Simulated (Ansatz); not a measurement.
Gas-phase electronic energies from Ansatz, PBE0-D4/def2-TZVP geometries. CCSD(T)/CBS adds triple-zeta CCSD(T) − MP2 to the extrapolated MP2 energy (def2 sets, frozen cores). Functionals use def2-TZVPP. def2 core potentials past Kr. For Sn outer-core shells are correlated without core-valence functions, which leaves a few kJ/mol of doubt a bond. One conformer a species, not always the lowest.

Consider the redistribution: `[SnH3][CH]1C[SiH2]1` + `C[SiH](N)O` → `N[SiH](O)[SnH3]` + `CC1C[SiH2]1`.

```
             level  ΔE (kJ/mol)
            PBE-D4         11.4
         r2SCAN-D4         21.5
           ωB97M-V         26.4
            B2PLYP         24.8
               PBE         10.3
     HF/def2-TZVPP         26.3
SCS-MP2/def2-TZVPP         34.4
    MP2/def2-QZVPP         36.4
```

**Question.** What does CCSD(T)/CBS give? (An estimate is asked.)

**Answer.** The calculation gave: +30.0 kJ/mol. The listed levels differ from it by -18.6, -8.5, -3.6, -5.2, -19.7, -3.7, 4.4, 6.4 kJ/mol.

Largest T1 diagnostic among the species: 0.013.

From PBE to PBE0 (25 % exact exchange), in def2-TZVPP and without D4, ΔE moves by +4.5 kJ/mol. In def2-TZVPP, CCSD(T) changes the Hartree–Fock value by +4.4 kJ/mol (the triples alone add +0.9 kJ/mol) and MP2 by +10.2 kJ/mol.
